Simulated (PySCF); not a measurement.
A PySCF script (with the pyscf-properties extension) for the NMR shieldings of SMILES C1[C@@H]([AlH2-][N+]#CC)[SiH2]C1, C5H12AlNSi, on a GFN2-xTB geometry:

```python
import basis_set_exchange as bse
import numpy as np
from pyscf import gto, dft
from pyscf.prop import nmr

atoms = """
C     3.301894   -0.441208    1.397124
C     2.245446   -0.247701    0.462069
N     1.378002   -0.098376   -0.271041
Al    0.359935    0.397854   -1.912368
C    -1.504497    0.180664   -1.191857
C    -1.606793    1.179557   -0.000603
C    -1.777501    0.198605    1.171943
Si   -1.902854   -1.278367   -0.031209
H     3.933794    0.446639    1.421152
H     2.883057   -0.616252    2.388278
H     3.899420   -1.302359    1.098489
H     0.951413    1.854523   -1.916091
H     1.005581   -0.616821   -2.907281
H    -2.307920    0.338015   -1.922250
H    -2.454812    1.858050   -0.092756
H    -0.702216    1.796327    0.100323
H    -0.912069    0.184643    1.834046
H    -2.649517    0.413375    1.786348
H    -0.911025   -2.344156    0.197194
H    -3.234486   -1.892334   -0.109690
"""
names = dict.fromkeys(["C", "N", "Al", "Si", "H"], "pcSseg-1")
basis = {el: gto.basis.parse(bse.get_basis(n, elements=[el], fmt="nwchem")) for el, n in names.items()}
mol = gto.M(atom=atoms, basis=basis, charge=0, verbose=0)
mf = dft.RKS(mol, xc="PBE0")
mf.grids.level = 2
mf.grids.alignment = dft.numint.BLKSIZE   # the property module wants whole blocks of grid points
mf.conv_tol = 1e-9
mf.kernel()

calc = nmr.RKS(mf)   # GIAO
C = mf.mo_coeff
Co = C[:, mf.mo_occ > 0]
resp = mf.gen_response(singlet=True, hermi=2)
def vind(x):   # induced exchange potential for any number of trial vectors
    d = np.einsum("pi,xij,qj->xpq", C, 2 * x.reshape(-1, C.shape[1], Co.shape[1]), Co, optimize=True)
    return np.einsum("xpq,pi,qj->xij", resp(d - d.transpose(0, 2, 1)), C, Co, optimize=True).ravel()
mo1, _ = nmr.rhf.solve_mo1(calc, with_cphf=vind)
sigma = calc.kernel(mo1)
for i, s in enumerate(sigma):   # ppm
    print("%2d %-2s %9.2f" % (i, mol.atom_pure_symbol(i), np.trace(s) / 3))
```

Q: Give the expected output.

A: 
```
 0 C     186.11
 1 C      57.90
 2 N      23.16
 3 Al    423.11
 4 C     183.76
 5 C     157.95
 6 C     176.85
 7 Si    378.86
 8 H      29.27
 9 H      29.23
10 H      29.28
11 H      27.53
12 H      27.49
13 H      30.61
14 H      28.95
15 H      29.17
16 H      30.41
17 H      30.11
18 H      26.87
19 H      26.65
```

These numbers come from an equivalent density-fitted implementation of the same equations, which agrees with the script to about 0.01 ppm for H and up to a few tenths of a ppm for heavy atoms, so last digits may differ.

Size and cost of the density-fitted run: 210 basis functions, 75 s wall time on 1 thread of an Arm Neoverse N1, shared host; peak memory 0.94 GiB.
